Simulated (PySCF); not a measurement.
Polarisability and C₆ of Cd (cadmium, neutral)

[Kr] 4d10 5s2, closed-shell 1S. Calculation: PySCF 2.14, in aug-cc-pwCVDZ-PP with ECP28MDF; scalar relativity through the core potential. Coupled (time-dependent) response in atomic units; α is the mean over directions. A double-zeta set is small for polarisabilities.

```
   method  mean α (bohr³)  C₆ (like pair)  S(−4)
      UHF           63.78           607.5   2027
      PBE           46.13           398.0   1019
     PBE0           49.35           434.3   1173
BHandHLYP           51.06           452.9   1263
```

S(−4) is the Cauchy moment in α(ω) = α(0) + S(−4) ω² + …

Reference α: 46 ± 2 bohr³ (recommended; Schwerdtfeger and Nagle, table of static dipole polarizabilities (2023 update)). Published C₆: 405.0 (Gould and Bucko (2016)).

Hartree-Fock lies above the reference because it lacks correlation, which contracts the outer shell.

α(iu) at PBE0:

```json
{"u (hartree)": "0", "α(iu) (bohr³)": "49.35"}
{"u (hartree)": "0.0500", "α(iu) (bohr³)": "46.60"}
{"u (hartree)": "0.100", "α(iu) (bohr³)": "40.14"}
{"u (hartree)": "0.200", "α(iu) (bohr³)": "26.82"}
{"u (hartree)": "0.300", "α(iu) (bohr³)": "18.35"}
{"u (hartree)": "0.500", "α(iu) (bohr³)": "10.47"}
{"u (hartree)": "0.750", "α(iu) (bohr³)": "6.670"}
{"u (hartree)": "1.00", "α(iu) (bohr³)": "4.900"}
{"u (hartree)": "1.50", "α(iu) (bohr³)": "3.168"}
{"u (hartree)": "2.00", "α(iu) (bohr³)": "2.264"}
{"u (hartree)": "3.00", "α(iu) (bohr³)": "1.314"}
{"u (hartree)": "5.00", "α(iu) (bohr³)": "0.5853"}
```

Energies and moments cover only the electrons outside the core potential.
